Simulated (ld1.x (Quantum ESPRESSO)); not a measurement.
## Be: excitation energies, all-electron against ultrasoft

```json
{
  "Element": "beryllium (Be)",
  "Generator": "ld1.x (Quantum ESPRESSO) 7.5",
  "Type": "ultrasoft",
  "Functional": "PBEsol",
  "Relativity": "non-relativistic",
  "Frozen core": "[He]",
  "Valence charge": "2",
  "Reference configuration": "2s2 2p0",
  "Partial waves": "2s (bound): rcut 1.45, rcutus 1.85 bohr; 2s channel at 3.15 Ry: rcut 1.45, rcutus 1.85 bohr; 2p (bound, empty): rcut 3.05, rcutus 3.25 bohr; 2p channel at 4.45 Ry: rcut 3.05, rcutus 3.25 bohr",
  "Local potential": "all-electron potential smoothed inside 1.40 bohr (lloc = -1)",
  "Core correction": "none",
  "Augmentation charge": "PSQ, inside the norm-conserving radii"
}
```

Energies are relative to the spin-unpolarised reference configuration 2s2 2p0; without spin polarisation the order of configurations can differ from experiment.

| valence configuration | charge | ΔE all-electron (eV) | error AE − PS (meV) |
| --- | --- | --- | --- |
| 2s1 2p0 | +1 | 9.456 | +7.4 |
| 2s1 2p1 | 0 | 3.592 | +16 |
| 2s0 2p1 | +1 | 13.360 | +11 |

Q: What are ΔE and the potential's error for 2s0 2p2?

A: ΔE = 7.207 eV all-electron; the error (AE − PS) is +48 meV.

Q: What are ΔE and the potential's error for 2s1.5 2p0?

A: ΔE = 3.721 eV all-electron; the error (AE − PS) is +1.0 meV.
